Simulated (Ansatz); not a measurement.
Mo(NH)2(OH)2 (MoN₂O₂H₄). The state is a singlet with charge 0. Geometry r2SCAN-D4/def2-SVP; atoms count from 1.

Cartesian coordinates in Å:
```
Mo -0.0307 -0.0574 -0.1021
N 0.7222 -0.8264 1.2611
N -0.2892 1.6369 0.1783
O -1.7295 -0.8467 -0.4009
O 1.1319 -0.2718 -1.5855
H 1.1361 -0.8691 2.1915
H -0.2624 2.5044 0.7128
H -1.9042 -1.7274 -0.0415
H 1.2258 0.4576 -2.2136
```

In the def2 sets Mo takes a core potential; there is no spin–orbit coupling. The restricted singlet is unstable towards broken spin symmetry in Hartree–Fock (as tested in another run); at PBE0-D4/def2-TZVP this wasn't settled. Another isomer (singlet) lies 1.22 eV lower at PBE0-D4/def2-TZVP; other spin states weren't run for this one.

(1) Estimate the Mulliken populations from the PBE0/def2-TZVP orbitals of Ansatz.

(2) And the Mayer bond orders between heavy atoms (over 0.3)?

## Answers

(1) 
```csv
atom,charge (e),d electrons
Mo1,1.68,3.69
N2,-0.71,–
N3,-0.71,–
O4,-0.72,–
O5,-0.72,–
H6,0.24,–
H7,0.24,–
H8,0.35,–
H9,0.35,–
```
Mulliken values depend strongly on the basis.

(2) Mo1–N2 1.92 (1.74 Å); Mo1–N3 1.92 (1.74 Å); Mo1–O4 0.90 (1.90 Å); Mo1–O5 0.90 (1.90 Å).
